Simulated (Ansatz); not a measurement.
Basis-set extrapolation for `CCCCC(O)CC` (PBE0-D4/def2-TZVP geometry, frozen core, Ansatz 0.2.0). Multiplicity 1, RHF reference.

```json
{"": "HF", "def2-TZVPP": "-349.392739", "def2-QZVPP": "-349.409210"}
{"": "MP2 correlation", "def2-TZVPP": "-1.474494", "def2-QZVPP": "-1.570471"}
{"": "CCSD(T) correlation", "def2-TZVPP": "-1.613958", "def2-QZVPP": "not run"}
```

Energies in hartree. Use E(X) = E(∞) + A·exp(−7.88·√X) for Hartree–Fock and E(X) = E(∞) + B·X^(−2.97) for correlation, with X = 3 and 4, and add CCSD(T) minus MP2 of the smaller set to the MP2 limit.

Question: What is the CCSD(T) energy at the basis-set limit?

Answer: HF limit: -349.409210 + (-0.016471) × 0.13774 = -349.41148. MP2 limit: -1.570471 + (-0.095977) × 0.74074 = -1.64157. Higher-order term: -1.613958 − (-1.474494) = -0.13946. Total: -351.19251 hartree, 487.9 kJ/mol below CCSD(T)/def2-TZVPP.
